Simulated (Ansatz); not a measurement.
Born–Oppenheimer molecular dynamics of H$_{6}$OSSi$_{2}$ (10 atoms, charge 0, multiplicity 1). It starts from a relaxed structure.

These are results of RKS LDA/STO-3G (Ansatz), not measurements.

```
ensemble             : NVT, Langevin thermostat
time step            : 0.25 fs
steps asked          : 150
set temperature      : 400 K
friction             : 0.005 /fs
temperature schedule : 37 steps to 400 K, then 113 steps to 100 K
seed                 : 217667
```

Frames 2.5 fs apart, positions in Å, forces in eV/Å.

Velocities at 7.5 fs (Å/ps):

```
O -0.67 -7.83 -4.42
Si 1.12 1.59 1.39
Si 1.31 0.45 0.72
S -1.19 4.77 1.78
H -9.14 11.08 -2.18
H -4.45 11.68 -2.09
H -7.61 -17.27 6.72
H -10.36 -4.16 -9.13
H 5.35 -11.56 3.42
H 21.95 6.52 11.14
```

```xyz
10
Properties=species:S:1:pos:R:3:forces:R:3 time_fs=7.5 energy_less_start_eV=0.242 T=169
O -2.216 0.462 -0.667 1.70 0.71 0.03
Si -0.882 0.680 0.494 -1.33 -0.49 -0.41
Si 0.738 -0.899 0.348 -0.49 -0.66 0.86
S 1.803 -0.910 -1.460 0.85 0.81 -0.61
H -1.752 0.789 -1.553 -0.43 -0.37 0.61
H -1.646 0.723 1.738 0.37 -0.22 0.02
H -0.166 1.922 0.407 -0.03 0.70 -0.26
H 0.039 -2.189 0.490 0.46 0.33 -0.29
H 1.731 -0.882 1.425 -0.32 0.23 0.02
H 2.529 0.277 -1.230 -0.78 -1.06 0.01
10
Properties=species:S:1:pos:R:3:forces:R:3 time_fs=10.0 energy_less_start_eV=0.273 T=155
O -2.213 0.443 -0.677 1.45 0.53 0.83
Si -0.880 0.683 0.497 -1.56 -0.90 -0.75
Si 0.740 -0.898 0.350 -0.55 -0.65 0.94
S 1.801 -0.897 -1.456 0.88 0.72 -0.67
H -1.784 0.810 -1.544 -0.04 -0.14 0.00
H -1.647 0.750 1.726 0.24 -0.28 0.24
H -0.181 1.915 0.414 0.21 1.09 -0.34
H 0.028 -2.187 0.463 0.49 0.36 -0.25
H 1.730 -0.897 1.435 -0.36 0.21 -0.03
H 2.559 0.261 -1.208 -0.76 -0.95 0.02
10
Properties=species:S:1:pos:R:3:forces:R:3 time_fs=12.5 energy_less_start_eV=0.215 T=215
O -2.205 0.425 -0.686 1.00 0.18 1.68
Si -0.883 0.687 0.498 -0.87 0.00 -1.30
Si 0.739 -0.901 0.356 -0.42 -0.02 0.55
S 1.801 -0.884 -1.453 -0.18 -0.80 -0.90
H -1.825 0.822 -1.541 0.41 0.21 -0.61
H -1.633 0.762 1.723 0.02 -0.29 0.47
H -0.190 1.971 0.398 -0.25 0.08 -0.25
H 0.042 -2.171 0.422 0.19 -0.14 -0.11
H 1.710 -0.896 1.445 -0.19 0.16 0.12
H 2.555 0.194 -1.193 0.28 0.61 0.37
10
Properties=species:S:1:pos:R:3:forces:R:3 time_fs=15.0 energy_less_start_eV=0.228 T=225
O -2.191 0.407 -0.692 0.96 0.43 0.95
Si -0.888 0.693 0.497 -0.36 0.78 -1.25
Si 0.735 -0.904 0.363 -0.15 0.75 0.15
S 1.804 -0.871 -1.451 -0.75 -1.43 -0.91
H -1.843 0.847 -1.560 0.22 -0.09 0.20
H -1.613 0.750 1.753 0.09 -0.24 0.14
H -0.205 2.031 0.359 -0.62 -0.86 -0.07
H 0.066 -2.161 0.387 -0.18 -0.71 0.01
H 1.685 -0.878 1.459 -0.03 0.08 0.22
H 2.573 0.158 -1.163 0.82 1.29 0.55
10
Properties=species:S:1:pos:R:3:forces:R:3 time_fs=17.5 energy_less_start_eV=0.149 T=280
O -2.171 0.389 -0.694 0.67 0.51 0.45
Si -0.894 0.700 0.493 -0.31 0.59 -0.74
Si 0.729 -0.907 0.373 -0.15 0.60 -0.08
S 1.806 -0.861 -1.448 0.27 0.00 -0.28
H -1.856 0.875 -1.560 0.14 -0.26 0.61
H -1.588 0.717 1.793 0.23 -0.12 -0.38
H -0.252 2.050 0.316 -0.50 -0.86 0.07
H 0.081 -2.189 0.359 -0.10 -0.37 0.09
H 1.660 -0.865 1.487 -0.03 0.01 0.14
H 2.630 0.182 -1.119 -0.22 -0.10 0.12
10
Properties=species:S:1:pos:R:3:forces:R:3 time_fs=20.0 energy_less_start_eV=0.156 T=276
O -2.150 0.373 -0.694 0.11 0.08 0.81
Si -0.900 0.707 0.487 -0.48 -0.61 -0.19
Si 0.723 -0.910 0.383 -0.13 0.21 -0.19
S 1.810 -0.853 -1.446 1.06 1.05 0.35
H -1.865 0.898 -1.525 0.30 0.10 -0.02
H -1.552 0.671 1.817 0.20 0.04 -0.60
H -0.322 2.027 0.279 0.03 0.08 0.05
H 0.097 -2.229 0.342 0.07 0.21 0.17
H 1.638 -0.851 1.523 -0.13 -0.04 -0.09
H 2.678 0.207 -1.070 -1.04 -1.11 -0.30
10
Properties=species:S:1:pos:R:3:forces:R:3 time_fs=22.5 energy_less_start_eV=0.160 T=296
O -2.128 0.356 -0.691 -0.29 -0.08 0.56
Si -0.905 0.713 0.479 -0.28 -1.75 0.04
Si 0.717 -0.912 0.393 0.05 0.25 -0.38
S 1.815 -0.843 -1.443 0.53 0.47 0.44
H -1.861 0.933 -1.488 0.20 0.17 -0.24
H -1.502 0.637 1.811 -0.09 0.14 -0.22
H -0.391 2.011 0.253 0.54 1.07 -0.04
H 0.123 -2.249 0.339 0.01 0.32 0.23
H 1.609 -0.830 1.556 -0.13 -0.09 -0.22
H 2.675 0.170 -1.038 -0.53 -0.50 -0.16
10
Properties=species:S:1:pos:R:3:forces:R:3 time_fs=25.0 energy_less_start_eV=0.211 T=264
O -2.105 0.339 -0.686 -0.64 0.20 -0.42
Si -0.910 0.716 0.469 0.77 -1.12 0.08
Si 0.712 -0.913 0.402 0.13 0.58 -0.74
S 1.820 -0.832 -1.438 -0.83 -1.04 0.04
H -1.851 0.977 -1.454 -0.11 -0.23 0.06
H -1.458 0.609 1.797 -0.40 0.19 0.29
H -0.430 2.051 0.222 0.34 0.40 0.13
H 0.148 -2.249 0.354 -0.19 0.06 0.21
H 1.570 -0.815 1.575 0.10 -0.08 -0.07
H 2.646 0.108 -1.008 0.83 1.03 0.42
10
Properties=species:S:1:pos:R:3:forces:R:3 time_fs=27.5 energy_less_start_eV=0.300 T=226
O -2.082 0.321 -0.682 -1.14 0.10 -0.87
Si -0.917 0.717 0.460 1.80 0.04 0.46
Si 0.706 -0.913 0.410 0.14 0.80 -0.98
S 1.822 -0.822 -1.434 -0.61 -0.73 0.35
H -1.851 1.005 -1.412 -0.25 -0.22 -0.18
H -1.434 0.584 1.795 -0.50 0.26 0.39
H -0.447 2.111 0.198 -0.04 -0.77 0.37
H 0.162 -2.247 0.379 -0.34 -0.16 0.18
H 1.531 -0.802 1.595 0.30 -0.06 0.05
H 2.656 0.098 -0.950 0.65 0.75 0.24
10
Properties=species:S:1:pos:R:3:forces:R:3 time_fs=30.0 energy_less_start_eV=0.375 T=152
O -2.065 0.305 -0.680 -1.55 -0.08 -1.19
Si -0.920 0.717 0.453 2.05 0.23 1.48
Si 0.702 -0.910 0.416 0.13 0.58 -0.88
S 1.822 -0.813 -1.430 0.64 0.63 1.23
H -1.866 1.018 -1.385 -0.31 -0.13 -0.38
H -1.433 0.575 1.813 -0.33 0.33 -0.14
H -0.465 2.126 0.190 -0.07 -0.95 0.40
H 0.155 -2.254 0.407 -0.25 0.07 0.13
H 1.510 -0.790 1.619 0.27 -0.06 -0.08
H 2.700 0.127 -0.879 -0.57 -0.62 -0.57
10
Properties=species:S:1:pos:R:3:forces:R:3 time_fs=32.5 energy_less_start_eV=0.390 T=142
O -2.052 0.290 -0.680 -1.78 -0.18 -1.44
Si -0.921 0.717 0.448 1.77 -0.42 2.17
Si 0.698 -0.907 0.421 0.14 0.27 -0.58
S 1.824 -0.803 -1.423 0.87 0.83 1.43
H -1.901 1.018 -1.381 -0.28 -0.14 -0.30
H -1.446 0.589 1.823 -0.17 0.32 -0.49
H -0.483 2.091 0.199 0.20 -0.15 0.21
H 0.136 -2.259 0.443 -0.10 0.36 0.04
H 1.506 -0.787 1.635 0.16 -0.05 -0.29
H 2.722 0.120 -0.838 -0.81 -0.85 -0.76
10
Properties=species:S:1:pos:R:3:forces:R:3 time_fs=35.0 energy_less_start_eV=0.325 T=199
O -2.045 0.273 -0.685 -1.74 -0.12 -1.56
Si -0.919 0.715 0.446 1.26 -1.17 2.00
Si 0.694 -0.903 0.423 0.13 0.21 -0.42
S 1.827 -0.791 -1.414 -0.19 -0.27 0.72
H -1.950 1.008 -1.394 -0.17 -0.23 -0.02
H -1.474 0.621 1.802 -0.17 0.20 -0.28
H -0.489 2.051 0.220 0.53 0.86 -0.03
H 0.113 -2.246 0.482 -0.05 0.34 -0.07
H 1.506 -0.787 1.631 0.19 -0.01 -0.25
H 2.703 0.070 -0.839 0.21 0.19 -0.08
```

Of the whole run (38 fs, mean temperature of the second half 225 K): The schedule's set-point averaged 200 K over the second half and the system 225 K. A run of 0.037 ps of so small a system gives no equilibrium averages. Limits of this set-up: minimal basis.

Run time: 110 s on 1 thread of Intel(R) Xeon(R) 6975P-C (Granite Rapids), on a shared host, peak memory 0.098 GiB.
